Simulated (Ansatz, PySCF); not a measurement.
Si(Me)(SH)3 (CH6S3Si), SMILES C[Si](S)(S)S. Atoms are numbered in the order given.

```xyz
11

C     -2.0772    -0.1502    -0.1110
Si    -0.2145    -0.0398    -0.0704
S      0.4851    -1.7482    -1.1671
S      0.5839     1.7013    -1.0461
S      0.5211     0.0811     1.9528
H     -2.5240     0.7194     0.3954
H     -2.4329    -0.1674    -1.1536
H     -2.4301    -1.0652     0.3921
H      1.7920    -1.4984    -0.9260
H      0.2510     2.5474    -0.0427
H     -0.2669    -0.9197     2.4114
```
Charge 0, spin multiplicity 1.

Geometry optimised at r2SCAN-D4/def2-SVP. The values are those of a single conformer.

Two levels are set side by side: PBE-D3(BJ)/def2-SVP (Ansatz, a quantum-chemistry and plane-wave program) and r2SCAN-D4/def2-SVP (Ansatz). Each level has its own optimised geometry; the coordinates shown are those of the second. Frequencies come from the Hessian of PySCF at each geometry. Differences are taken from unrounded values.

```tsv
quantity	r2SCAN-D4	PBE-D3(BJ)	PBE-D3(BJ) minus r2SCAN-D4
mean bond length (Å)	1.568	1.578	0.010
bond C1–Si2 (Å)	1.866	1.878	0.012
bond Si2–S3 (Å)	2.147	2.158	0.011
bond Si2–S4 (Å)	2.150	2.160	0.011
bond Si2–S5 (Å)	2.156	2.166	0.010
bond C1–H6 (Å)	1.101	1.108	0.007
bond C1–H7 (Å)	1.102	1.109	0.007
bond C1–H8 (Å)	1.102	1.109	0.007
bond S3–H9 (Å)	1.352	1.363	0.010
bond S4–H10 (Å)	1.354	1.365	0.011
bond S5–H11 (Å)	1.354	1.365	0.011
highest harmonic wavenumber (cm⁻¹)	3153	3090	-63
mean harmonic wavenumber (cm⁻¹)	1079	1051	-28
zero-point energy (kcal/mol)	41.65	40.56	-1.09
```
